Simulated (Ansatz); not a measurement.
Abridged output of a molecular run in Ansatz:

```
Functional definition: HF
2409 factors; integrals over basis functions are off by at most 1.1e-3 eV
mean field evaluation 1: about -20549.1642 eV, gradient 4.4e1 eV
mean field evaluation 2: about -20549.2734 eV, gradient 4.4e1 eV
mean field evaluation 4: about -20553.0193 eV, gradient 3.1e0 eV
mean field evaluation 8: about -20553.0707 eV, gradient 2.4e-1 eV
mean field -20553.07093272 eV, -755.3114254058 hartree, gradient 8.6e-7 eV, S^2 0.000000; 0 other end points of the search recorded, 0 dependent functions left out
12 core orbitals not correlated: weight in the atoms' cores, before any rotation towards them, 1.000 or more for the frozen orbitals, at most 0.000 for the correlated occupied ones
reference -20553.07093272 eV, -755.3114254058 hartree; 13, 13 occupied and 379, 379 virtual orbitals, 2409 factors
second order -21.76857576 eV of doubles, -0.00000000 eV of singles
cycle   1  -21.96079418 eV  change   -1.9e-1 eV  update   9.9e-2
cycle   2  -22.47728410 eV  change   -5.2e-1 eV  update   3.1e-2
cycle   3  -22.60250942 eV  change   -1.3e-1 eV  update   1.5e-2
cycle   4  -22.58490192 eV  change    1.8e-2 eV  update   3.2e-3
cycle   5  -22.58308241 eV  change    1.8e-3 eV  update   1.4e-3
cycle   6  -22.58400891 eV  change   -9.3e-4 eV  update   4.0e-4
cycle   7  -22.58379427 eV  change    2.1e-4 eV  update   1.5e-4
cycle   8  -22.58369850 eV  change    9.6e-5 eV  update   4.7e-5
cycle   9  -22.58372014 eV  change   -2.2e-5 eV  update   2.1e-5
perturbative correction -0.77157934 eV, -0.0283550176 hartree
Total energy: -20576.42623220 eV, -756.1697168309 hartree
```

Its atoms:

Z-matrix (Å, degrees):
```
Si
Si 1 2.355
O 1 1.655 2 110.2
H 1 1.483 2 111.1 3 116.9
H 1 1.492 2 109.0 3 -122.9
F 2 1.608 1 109.8 3 171.6
H 2 1.487 1 112.5 3 -68.4
H 2 1.490 1 110.7 3 52.9
H 3 0.958 1 117.8 2 -66.9
```

**Question.** Which basis set was used?
A. def2-QZVPP
B. cc-pV(D+d)Z
C. def2-TZVPP
D. def2-TZVPPD

**Answer.** A. It gives 404 functions.

**Question.** Write the keys of the input that set method, charge and spin (a neutral closed shell needs none for the last two).

**Answer.** 
```yaml
correlation: {method: ccsd_t}
```
